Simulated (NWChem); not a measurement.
System: TiH4S; SMILES [SH][TiH3]

Parts of the log:

```
             Northwest Computational Chemistry Package (NWChem) 7.3.0
             --------------------------------------------------------

                             Geometry "geometry" -> ""
                             -------------------------

 Output coordinates in angstroms (scale by  1.889725989 to convert to a.u.)

  No.       Tag          Charge          X              Y              Z
 ---- ---------------- ---------- -------------- -------------- --------------
    1 Ti                  22.0000    -0.05302900     0.77416200    -0.11136800
    2 H                    1.0000    -1.09540400     1.12127900     1.17588200
    3 H                    1.0000     1.52818700     1.24283400     0.22919300
    4 H                    1.0000    -0.57639200     1.49672800    -1.53985500
    5 S                   16.0000    -0.08068800    -1.44150800    -0.39895000
    6 H                    1.0000    -0.95473900    -1.32606000     0.64599800

 Effective nuclear repulsion energy (a.u.)     124.1460600828

  pbe96 is a nonlocal functional; adding pw91lda local functional.
                              NWChem Property Module
                              ----------------------

                                 NWChem DFT Module
                                 -----------------

 Summary of "ao basis" -> "ao basis" (spherical)
 ------------------------------------------------------------------------------
       Tag                 Description            Shells   Functions and Types
 ---------------- ------------------------------  ------  ---------------------
 Ti                        def2-svpd                12       34   5s4p2d1f
 H                         def2-svpd                 4        8   2s2p
 S                         def2-svpd                11       27   5s4p2d

            General Information
            -------------------
          SCF calculation type: DFT
          Wavefunction type:  closed shell.
          No. of atoms     :     6
          No. of electrons :    42
           Alpha electrons :    21
            Beta electrons :    21
          Charge           :     0
          Spin multiplicity:     1
          Use of symmetry is: off; symmetry adaption is: off
          Maximum number of iterations: 150
          AO basis - number of functions:    93
                     number of shells:    39
          Convergence on energy requested:  1.00D-06
          Convergence on density requested:  1.00D-05
          Convergence on gradient requested:  5.00D-04

              XC Information
              --------------
          PerdewBurkeErnzerhof Exchange Functional  1.000
            Perdew 1991 LDA Correlation Functional  1.000 local
           PerdewBurkeErnz. Correlation Functional  1.000 non-local

             Grid Information
             ----------------
          Grid used for XC integration:  medium
          Radial quadrature: Mura-Knowles
          Angular quadrature: Lebedev.
          Tag              B.-S. Rad. Rad. Pts. Rad. Cut. Ang. Pts.
          ---              ---------- --------- --------- ---------
          Ti                  1.40      112          12.0       590
          H                   0.35       45          12.0       434
          S                   1.00       88          13.0       590
          Grid pruning is: on
          Number of quadrature shells:   380
          Spatial weights used:  Erf1

      Superposition of Atomic Density Guess
      -------------------------------------

 Sum of atomic energies:       -1247.60755778

      Non-variational initial energy
      ------------------------------

 Total energy =   -1247.576944
 1-e energy   =   -1960.578141
 2-e energy   =     588.855137
 HOMO         =      -0.313054
 LUMO         =      -0.002773

[...]

 DFT Linear Response polarizability / au
 Frequency  =       0.0000000 / au
              X              Y              Z
 -----------------------------------------------
 X      61.0384818      2.0760006     -0.1122302
 Y       2.0760289     82.0809323      0.6277052
 Z      -0.1122261      0.6277384     60.8976541
 -----------------------------------------------
 Eigenvalues =      60.6837408     82.3013943     61.0319332
 Isotropic   =      68.0056894
 Anisotropic =      21.4456774
 -----------------------------------------------

 Magnetic Dipole Response Matrix (nonzero elements):

 Exiting AOResponse driver routine
```

Level: PBE/def2-SVPD. All runs use the structure optimised with PBE0/def2-SVP.

Problem. Which NWChem input produces such a log?

Solution. Several could match; the one computed here: the input that was run:
```
start job
memory heap 200 mb stack 900 mb global 1100 mb
geometry units angstroms noautosym nocenter noautoz
  Ti    -0.053029     0.774162    -0.111368
  H     -1.095404     1.121279     1.175882
  H      1.528187     1.242834     0.229193
  H     -0.576392     1.496728    -1.539855
  S     -0.080688    -1.441508    -0.398950
  H     -0.954739    -1.326060     0.645998
end
basis spherical
  * library def2-svpd
end
dft
  xc xpbe96 cpbe96
  iterations 150
end
property
  response 1 0.0
end
task dft property
```
